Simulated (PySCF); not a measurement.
## Isomerisation enthalpies of C5H11NO

**What was measured.**

From CRC Handbook of Chemistry and Physics, for the gas at 298.15 K: enthalpy of formation of `CC(C)(C)C(N)=O` (pivalamide) -313.1 kJ/mol; enthalpy of formation of `CCCCC(N)=O` -290.2 kJ/mol.

The results are set against them at the end.

Differences of these values give the isomerisation enthalpies. Geometries: GFN2-xTB; runs in PySCF, gas phase, with a dispersion term only where the level names one. Total electronic energies (Eh):

```
        SMILES  PBE0/pcSseg-1
CC(C)(C)C(N)=O     -326.73892
    CCCCC(N)=O     -326.73814
```

Zero-point and thermal terms are left out, so the computed numbers are electronic energies.

## Comparison

Relative to `CC(C)(C)C(N)=O`, the lowest by measurement, in kJ/mol (measured: enthalpies at 298.15 K; computed: electronic energies):

```csv
SMILES,measured,PBE0/pcSseg-1
CC(C)(C)C(N)=O,0.0,0.0
CCCCC(N)=O,22.9,2.1
```

Measured values: -313.1 kJ/mol (298.15 K; CRC Handbook of Chemistry and Physics) for the first row; the others come from the same table. Unsigned miss: PBE0/pcSseg-1 20.8 kJ/mol. One conformer stands for `CC(C)(C)C(N)=O` and `CCCCC(N)=O`, not necessarily the lowest, while the measurement averages over conformers. Where a level misses, the cause wasn't examined.

The values belong to the conformer `[CH3:1][CH2:2][CH2:3][CH2:4][C:5]([NH2:6])=[O:7]`: C1–C2–C3–C4 180°, C2–C3–C4–C5 180°, C3–C4–C5–N6 180°, H–N6–C5–C4 0°, H–N6–C5–C4 180°.
